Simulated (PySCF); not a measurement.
Constitutional and geometric isomers with formula C4H3N. Gas-phase values, no solvent. Strings in code marks are SMILES. All members: neutral, multiplicity 1. Level: PBE-D3(BJ)/def2-TZVP // B3LYP-D3(BJ)/def2-TZVP (PySCF). Delta-SCF ions had no search for a lower state.  The removal energy is E(N − 1 electrons) − E(N electrons) at the parent's geometry; ε(HOMO) is measured against the vacuum level.

```csv
species,−ε(HOMO) (eV),vertical ionisation energy (Delta-SCF) (eV)
`C#CC#CN`,5.17,8.19
`C#CNC#C`,5.33,8.34
`C=C=C=C=N`,5.44,8.40
`C#CC=C=N`,5.48,8.51
`C#CN=C=C`,5.79,8.78
`N=c1c2c1C2`,6.05,9.29
`CC#CC#N`,7.19,10.42
`C#CCC#N`,7.29,withheld
```

Fit vertical ionisation energy (Delta-SCF) = a + b·x to the 7 complete rows by least squares, with x = −ε(HOMO) in eV. Give a, b and the rms residual, and predict the withheld value.

Means of the 7 rows: x̄ = 5.7786, ȳ = 8.8471 eV. Σ(x − x̄)² = 2.8413 and Σ(x − x̄)(y − ȳ) = 3.2189, so b = 1.133 and a = ȳ − b·x̄ = 2.300 eV. The rms residual is 0.066 eV. At x = 7.29 the line gives 10.56 eV, outside the range of the fitted rows. The run for `C#CCC#N` gave 10.60 eV, so the line is off by 0.04 eV, within twice the rms residual.

Codes: PySCF.
